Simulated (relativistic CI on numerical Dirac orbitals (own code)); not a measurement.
Sensitivity of the levels of Ce21+ to α and to the nuclear radius

Calculated at this level of theory: Dirac-Coulomb-Breit CI, KLI orbitals optimised for each configuration, derivatives by finite differences, unscaled Slater integrals, QED left out (own radial code, finite nucleus).

CI space (outside the closed core [Ar] 3d10): 4s2 4p6 4d, 4s2 4p5 4d2, 4s2 4p6 4f, 4s 4p6 4d2, 4s2 4p5 4d 4f, 4s 4p6 4d 4f. Double excitations out of closed p, d and f shells are left out; levels of such configurations are missing from the list, as are those of other unlisted configurations, and high levels can miss mixing partners.

With x = (α/α₀)² − 1 an excitation energy changes as ω = ω₀ + qx; K = 2q/ω₀ is the relative enhancement. Terms are leading LS components, so labels can repeat. The field-shift factor is F = δν/δ⟨r²⟩ for the transition from the lowest level.

Lowest level 4s2 4p6 4d 2D_3/2.

| Level | ω₀ (cm⁻¹) | q (cm⁻¹) | K | F (GHz/fm²) |
| --- | --- | --- | --- | --- |
| 4s2 4p6 4d 2D_5/2 | 36411 | 36370 | 2 | 0.475 |
| 4s2 4p5 4d2 4D°_1/2 | 756045 | 27310 | 0.0722 | 2.83 |
| 4s2 4p5 4d2 4D°_3/2 | 760774 | 25860 | 0.068 | 2.83 |
| 4s2 4p5 4d2 4D°_5/2 | 776203 | 33970 | 0.0875 | 2.9 |
| 4s2 4p5 4d2 4G°_7/2 | 790588 | 28680 | 0.0726 | 2.63 |
| 4s2 4p5 4d2 2F°_5/2 | 793508 | 41100 | 0.104 | 3.01 |
| 4s2 4p5 4d2 4D°_7/2 | 802308 | 56530 | 0.141 | 2.85 |
| 4s2 4p5 4d2 4G°_9/2 | 805467 | 53820 | 0.134 | 2.84 |
| 4s2 4p5 4d2 4G°_11/2 | 817236 | 67080 | 0.164 | 2.98 |
| 4s2 4p5 4d2 4P°_3/2 | 818034 | 40820 | 0.0998 | 2.76 |
| 4s2 4p5 4d2 4P°_5/2 | 818541 | 57700 | 0.141 | 3.18 |
| 4s2 4p5 4d2 2D°_3/2 | 819415 | 49960 | 0.122 | 2.98 |
| 4s2 4p5 4d2 2G°_7/2 | 835961 | 51700 | 0.124 | 3.28 |
| 4s2 4p5 4d2 4P°_1/2 | 841735 | 61460 | 0.146 | 2.93 |
| 4s2 4p5 4d2 2D°_5/2 | 852666 | 72410 | 0.17 | 3.44 |
| 4s2 4p5 4d2 2F°_7/2 | 853302 | 61800 | 0.145 | 3.3 |
| 4s2 4p5 4d2 4F°_9/2 | 857150 | 75200 | 0.175 | 3.51 |
| 4s2 4p5 4d2 2H°_11/2 | 859107 | 71760 | 0.167 | 3.21 |
| 4s2 4p5 4d2 2F°_5/2 | 863277 | 79140 | 0.183 | 3.24 |
| 4s2 4p5 4d2 2D°_3/2 | 865181 | 63650 | 0.147 | 2.97 |
| 4s2 4p5 4d2 4D°_7/2 | 866681 | 78110 | 0.18 | 3.4 |
| 4s2 4p5 4d2 2F°_5/2 | 885316 | 66100 | 0.149 | 3 |
| 4s2 4p5 4d2 2P°_1/2 | 886585 | 94710 | 0.214 | 3.55 |

At this charge energies of transitions that change n are usually good to better than 1 %, and those within a shell (Δn = 0) to a few per cent.
